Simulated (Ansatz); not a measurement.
A search over several starts for the lowest SCF solution of the cluster Hf3N3 at the given spin, in a small basis.

```yaml
crystal:
  periodic: [false, false, false]
  atoms:
    - {symbol: Hf, position_ang: [1.048459, 0.698247, -0.690026]}
    - {symbol: Hf, position_ang: [-1.372689, -0.798532, -0.725128]}
    - {symbol: Hf, position_ang: [0.595098, -1.052379, 1.417525]}
    - {symbol: N, position_ang: [0.403815, 0.952262, 1.382257]}
    - {symbol: N, position_ang: [-0.010573, -0.334934, -1.973912]}
    - {symbol: N, position_ang: [-0.664110, 0.535345, 0.589284]}
basis:
  gaussian: {orbitals: def2-SVP, initial_orbitals: start.molden}
magnetization: {spin_polarized: true, initial_magnetization: 1}
hamiltonian: {xc: pbe, dispersion: d4}
output: {orbitals: {seedname: orbitals}}
```

The file start.molden holds the orbitals of an earlier run on this structure, at another level or in another basis.

```sh
$ ansatz run in.yaml --threads 4 --pin off --events-out ev --progress --plain --max-ram 8704MiB
```

Output, abridged:

```
Functional definition: PBE
1458 factors; their error is unknown
mean field evaluation 1: about -8382.0839 eV, gradient 5.3e0 eV
mean field evaluation 2: about -8382.2761 eV, gradient 2.8e-1 eV
mean field evaluation 4: about -8382.1046 eV, gradient 4.1e-1 eV
mean field evaluation 8: about -8382.1051 eV, gradient 8.3e-5 eV
mean field evaluation 16: about -8382.1051 eV, gradient 7.4e-6 eV
mean field evaluation 32: about -8380.7457 eV, gradient 4.7e0 eV
mean field evaluation 64: about -8381.9984 eV, gradient 1.1e0 eV
mean field evaluation 96: about -8382.0542 eV, gradient 1.8e0 eV
mean field -8382.10508591 eV, -308.0366803123 hartree, gradient 7.4e-6 eV, S^2 0.756807; 11 other end points of the search recorded, 0 dependent functions left out
reference -8382.10512512 eV, -308.0366817532 hartree; 29, 28 occupied and 109, 110 virtual orbitals, 1458 factors
Total energy: -8382.34995915 eV, -308.0456792379 hartree
```

It took 21 s on 4 threads of Arm Neoverse V1 on a shared host.

In the def2 sets Hf takes a core potential; there is no spin–orbit coupling. The structure comes from a short search, and lower isomers may exist.
